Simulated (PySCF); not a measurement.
Correlation energy of Au (gold, neutral)

[Xe] 4f14 5d10 6p1, 2P determinant (an excited configuration). All numbers are calculated (PySCF 2.14, a scalar-relativistic core potential, in aug-cc-pVDZ-PP with ECP60MDF). Frozen: 5s2 5p6; 11 electrons correlated.

```tsv
level	correlation energy (mhartree)
CCSD	-276.34
(T)	-8.32
CCSD(T)	-284.66
```

Diagnostics: T1 = 0.026, D1 = 0.1059, largest double amplitude 0.040.

Spin-orbit coupling, absent here, splits the open shell strongly.

Cost of the coupled-cluster step: of the order of 5 core-seconds, for 11 correlated electrons.

Iterations:

```
CC2 = 0
CCSD nocc = (np.int64(6), np.int64(5)), nmo = (50, 50)
frozen orbitals [[0, 1, 2, 3], [0, 1, 2, 3]]
max_cycle = 100
direct = 0
conv_tol = 1e-08
conv_tol_normt = 1e-06
diis_space = 8
diis_start_cycle = 0
Init t2, MP2 energy = -0.289820201197192
Init E_corr(UCCSD) = -0.289820201199699
cycle = 1  E_corr(UCCSD) = -0.269526518639378  dE = 0.0202936826  norm(t1,t2) = 0.0674524
cycle = 2  E_corr(UCCSD) = -0.274703486067325  dE = -0.00517696743  norm(t1,t2) = 0.029375
cycle = 3  E_corr(UCCSD) = -0.275163458076106  dE = -0.000459972009  norm(t1,t2) = 0.0193191
cycle = 4  E_corr(UCCSD) = -0.276251124992065  dE = -0.00108766692  norm(t1,t2) = 0.00869273
cycle = 5  E_corr(UCCSD) = -0.276230521238925  dE = 2.06037531e-05  norm(t1,t2) = 0.0041213
cycle = 6  E_corr(UCCSD) = -0.276231274838021  dE = -7.53599096e-07  norm(t1,t2) = 0.00291545
cycle = 7  E_corr(UCCSD) = -0.276351018700803  dE = -0.000119743863  norm(t1,t2) = 0.0018398
cycle = 8  E_corr(UCCSD) = -0.276357385735745  dE = -6.36703494e-06  norm(t1,t2) = 0.00109914
cycle = 9  E_corr(UCCSD) = -0.276338491427739  dE = 1.8894308e-05  norm(t1,t2) = 0.000479459
cycle = 10  E_corr(UCCSD) = -0.276340624480544  dE = -2.13305281e-06  norm(t1,t2) = 0.000233248
cycle = 11  E_corr(UCCSD) = -0.276342403392207  dE = -1.77891166e-06  norm(t1,t2) = 0.000149054
cycle = 12  E_corr(UCCSD) = -0.276341472679599  dE = 9.30712608e-07  norm(t1,t2) = 8.2665e-05
cycle = 13  E_corr(UCCSD) = -0.276342627925501  dE = -1.1552459e-06  norm(t1,t2) = 4.75073e-05
cycle = 14  E_corr(UCCSD) = -0.276342698089913  dE = -7.01644118e-08  norm(t1,t2) = 2.22721e-05
cycle = 15  E_corr(UCCSD) = -0.27634288690551  dE = -1.88815598e-07  norm(t1,t2) = 1.25589e-05
cycle = 16  E_corr(UCCSD) = -0.276342755615089  dE = 1.31290421e-07  norm(t1,t2) = 7.17552e-06
cycle = 17  E_corr(UCCSD) = -0.276342607505689  dE = 1.481094e-07  norm(t1,t2) = 3.61782e-06
cycle = 18  E_corr(UCCSD) = -0.276342595162648  dE = 1.23430409e-08  norm(t1,t2) = 1.52018e-06
cycle = 19  E_corr(UCCSD) = -0.276342594329444  dE = 8.33203506e-10  norm(t1,t2) = 5.16914e-07
UCCSD converged
E(UCCSD) = -134.9018861482453  E_corr = -0.2763425943294443
UCCSD(T) correction = -0.00832047747358674
```
